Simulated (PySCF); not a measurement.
C2H5O, SMILES OC[CH2], multiplicity 2. Atoms are numbered in the order given.

```xyz
8

C      1.2342     0.2327     0.0434
C     -0.0381    -0.5073     0.1640
O     -1.1609     0.2423    -0.2575
H      1.3778     0.9127    -0.7878
H      2.0811    -0.0076     0.6735
H     -0.0337    -1.3992    -0.4796
H     -0.1680    -0.8751     1.1928
H     -1.1464     1.0780     0.2170
```
Charge 0, spin multiplicity 2.

Coordinates come from a PBE0-D3(BJ)/def2-TZVP optimisation. The isomer is the one that the SMILES or the coordinates give; other isomers of the formula were not compared. Other conformers were not sampled.

Method: PySCF with PBE0/def2-TZVPD.

Mulliken values depend strongly on the basis, most of all with diffuse functions as here. ESP charges are fitted to the potential on shells at 1.4 to 2.0 van der Waals radii. Atomic charges (e):

```tsv
atom	meta-Löwdin	Mulliken	ESP fit	Mulliken spin
C1	-0.27	-0.59	-0.54	1.03
C2	0.00	0.05	[?]	-0.10
O3	-0.53	-0.48	-0.65	0.02
H4	0.12	0.22	[?]	-0.02
H5	0.12	0.21	[?]	-0.03
H6	0.13	0.16	[?]	0.08
H7	0.10	0.14	[?]	0.03
H8	0.33	0.29	0.40	0.00
```

**Question.** Complete the blanks. (Estimate from the structure and the level; the computed values follow.)

**Answer.** 
- C2, ESP fit: 0.37
- H4, ESP fit: 0.19
- H5, ESP fit: 0.17
- H6, ESP fit: 0.06
- H7, ESP fit: -0.01
